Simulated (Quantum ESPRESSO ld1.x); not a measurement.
Values are calculated unless marked as measured or tabulated.
The lead ion Pb72+, 10 electrons, occupied as [Ne].

Level of theory: Dirac Kohn-Sham, PBE, spin-unpolarised, spherical densities, point nucleus (ld1.x of Quantum ESPRESSO 7.5).

Energy parts (eV):
| part | energy |
|---|---|
| total | -379543 |
| kinetic | 460847 |
| electron-nucleus | -861329 |
| Hartree | 25236 |
| exchange-correlation | -4297 |

Orbitals (lengths in bohr, moments of r in powers of bohr; r(max) is where P^2 peaks):
orbital  occ.  eigenvalue (eV)      <r>    r(max)  small-component weight
1s1/2       2       -94924.675  0.01603  0.009830                9.81e-02
2s1/2       2       -22237.062  0.06587   0.05689                2.32e-02
2p1/2       2       -21718.247  0.05394   0.04156                2.32e-02
2p3/2       4       -19449.320  0.06249   0.04910                2.06e-02

The highest occupied level is 2p3/2 at -19449.3 eV. Summed over all electrons, <r^2> = 0.03730 bohr^2, which gives a Langevin (diamagnetic) susceptibility term of -0.0295 x 10^-6 cm^3/mol.

Run on one thread of a shared host, so times are rough (Intel(R) Xeon(R) Processor @ 2.60GHz): 0.59 s of CPU time, 0.63 s wall, 14 iterations on 2127 mesh points.
